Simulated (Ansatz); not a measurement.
Correlation energies of C2H4AlBZn by basis set

```xyz
9

B     0.349   -0.840    0.578
C     1.061    0.326    0.004
C     1.333    1.400   -0.597
Zn   -0.694    1.597   -1.105
Al   -1.675   -0.443   -0.051
H     0.050   -0.845    1.755
H     0.385   -1.911    0.006
H     2.154    2.051   -0.836
H    -2.964   -1.335    0.246
```

Total charge 0; spin multiplicity 1. For Zn the d shell is correlated and the shells below it are frozen. Scalar relativity is left out up to krypton. The bonds changed during the relaxation, so this is another structure than the one it started from. All single points use the PBE0-D4/def2-TZVP geometry. Frozen core, restricted reference, the Gaussian-basis code of Ansatz.

```json
{"basis": "def2-SVP", "HF (Eh)": "-2121.95932", "MP2 corr.": "-0.72700", "CCSD corr.": "-0.73919", "(T)": "-0.03261", "CCSD(T) total": "-2122.73112"}
{"basis": "def2-TZVPP", "HF (Eh)": "-2122.40348", "MP2 corr.": "-1.01683", "CCSD corr.": "-0.99489", "(T)": "-0.04759", "CCSD(T) total": "-2123.44596"}
{"basis": "def2-QZVPP", "HF (Eh)": "-2122.45531", "MP2 corr.": "-1.08405", "CCSD corr.": "–", "(T)": "–", "CCSD(T) total": "–"}
```
